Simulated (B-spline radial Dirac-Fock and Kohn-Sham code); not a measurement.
# Kohn-Sham estimates against Dirac-Fock for the levels of Zn¹⁹⁺

System: Zn¹⁹⁺ in the configuration 1s2 2s2 2p6 3s1.

The density-functional columns are spherical, spin-unpolarised Dirac-Kohn-Sham results without Breit or QED terms: −ε is minus the orbital energy of the initial state and ΔSCF the difference of two total energies. The reference in the last column comes from Dirac-Fock ΔSCF + Breit + QED. All numbers are from a radial B-spline solver, in eV; a selection of levels is shown. For the 1s level of heavy atoms much of the gap between ΔSCF and the reference is the Breit and QED part, -18.2 eV here; for other levels the error of the functional can be larger.

| level | LDA −ε | LDA ΔSCF | Dirac-Fock |
| --- | --- | --- | --- |
| L2 (2p1/2) | 1758.1 | 1816.4 | 1812.2 |
| L3 (2p3/2) | 1733.4 | 1790.8 | 1787.9 |
| M1 (3s) | 718.4 | 736.9 | 736.7 |

For the outermost level NIST gives 737.366 ± 0.021 eV (semi-empirical); the differences from it are LDA −ε -18.95, LDA ΔSCF -0.48, Dirac-Fock -0.69 eV.

Values without a named source are computed, but for edge energies of neutral atoms, which are taken from tables.
